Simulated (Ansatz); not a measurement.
`[CH3][GeH2][C](=N)F` + `[AlH2][SH]` → `C[S][AlH2]` + `N=[C](F)[GeH3]` at 600 K and 1 bar (substitution at a C–Ge bond).

Isolated molecules relaxed with PBE0-D4/def2-TZVP in Ansatz; ΔE leaves out vibrations. CBS: MP2 limit from def2 TZ/QZ plus the TZ coupled-cluster correction, frozen cores. This one scheme is used for every species. For Ge outer-core shells are correlated without core-valence functions, which leaves a few kJ/mol of doubt a bond. Scalar relativity is left out up to krypton. One conformer a species, not always the lowest.

```csv
species,CCSD(T)/CBS energy (Eh),H − E (kJ/mol),S (J/(mol·K))
`[CH3][GeH2][C](=N)F`,-2310.30220,263.9,455.4
`[AlH2][SH]`,-641.61836,94.5,317.9
`C[S][AlH2]`,-680.87163,186.0,379.7
`N=[C](F)[GeH3]`,-2271.02746,172.3,392.5
```

H − E and S are ideal-gas, rigid-rotor, harmonic terms from PBE0-D4/def2-TZVP, for one conformer and one mirror image of each species. 1 Eh = 2625.50 kJ/mol, R = 8.31446 J/(mol·K).

Task: By hand: ΔE, ΔH, ΔS and ΔG.

Result: ΔE = (-680.87163) + (-2271.02746) − (-2310.30220) − (-641.61836) = 0.02147 Eh = 56.4 kJ/mol. Δ(H − E) = 186.0 + 172.3 − 263.9 − 94.5 = -0.1, so ΔH = 56.3 kJ/mol. ΔS = 379.7 + 392.5 − 455.4 − 317.9 = -1.1 J/(mol·K). ΔG = 56.3 − 600 × (-1.1)/1000 = 57.0 kJ/mol.

Task: By hand: the equilibrium constant, and the temperature at which ΔG would vanish if ΔH and ΔS stayed fixed.

Result: log₁₀ K = −ΔG/(RT ln 10) = -5.0. ΔH and −TΔS have one sign here, so there is no such temperature. One of them is within its doubt of zero, so this could turn.

The number of gas molecules stays the same, so ΔS is small and ΔH decides. A doubt of 5 kJ/mol in ΔE shifts log₁₀ K by 0.4 here. Other conformers and mirror images would add mixing entropy, several J/(mol·K) or more a flexible species. Modes under 60 cm⁻¹, often nearly free rotors, make the harmonic entropy too high. These are equilibria of isolated gas molecules and say nothing of rates. Largest T1 diagnostic: 0.013 (customary marks: 0.02 for closed shells, 0.045 for open ones).
